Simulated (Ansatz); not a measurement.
**Energy profile**

The step: SnH₄S ([SH][SnH3]) + SiH₄ → SnSiH₆ ([SiH3][SnH3]) + H₂S; bonds formed: Sn1–Si7, S2–H6; bonds broken: Sn1–S2, H6–Si7 (atoms numbered as in the saddle structure below).

```
11
angstrom
Sn -0.8534 -0.1680 -1.1390
S 1.4481 1.3548 -1.3130
H -0.2017 -1.3478 -2.1711
H -2.0025 -0.8911 -0.0603
H -1.6973 1.1211 -1.8731
H 0.9332 0.3786 -0.0213
Si 0.3886 -0.5610 1.4641
H 0.8370 2.3857 -0.7065
H 1.6987 -0.3396 2.1419
H -0.6783 0.0934 2.2700
H 0.1274 -2.0260 1.4083
```

Electronic energies by CCSD(T) at an estimated basis limit (MP2 extrapolated from triple and quadruple zeta, plus CCSD(T) − MP2 in triple zeta), on PBE0-D4/def2-TZVP structures; SnSiH8S, singlet; no counterpoise correction. Ansatz 0.2.0; basis: def2-TZVPP and def2-QZVPP; cores frozen in the correlated methods. Filled d shells of the heavier atoms are correlated. Core potentials replace the inner electrons of the atoms past krypton. The def2 sets are not built for correlating such inner shells, so the correlated values are less sure here. Extrapolation: Hartree–Fock as exp(−7.88 √X), correlation as X^−2.97.

Task: Give the profile in eV, counted from the separated reactants. (Judge from chemistry; the value comes from the calculation.)

Result: The calculation gives:
| point | eV |
| --- | --- |
| separated: SnH4S (linked as [SH][SnH3]; Sn1, S2, H3, H4, H5, H8; singlet) + SiH4 (H6, Si7, H9, H10, H11; singlet) | 0.000 |
| start structure | -0.103 |
| saddle | 2.389 |
| end structure | 0.224 |
| separated: SnSiH6 (linked as [SiH3][SnH3]; Sn1, H3, H4, H5, Si7, H9, H10, H11; singlet) + H2S (S2, H6, H8; singlet) | 0.353 |

The T1 diagnostic stays at or below 0.016.

For scale, one of the runs: CCSD(T)/def2-TZVPP, 246 basis functions, launched by `ansatz run in.yaml --threads 4 --pin off --events-out ev --progress --plain --max-ram 9574MiB`. Hardware: 4 CPU threads of an Intel Xeon, shared host. Wall time 3.3 min; peak host memory 5 GiB.
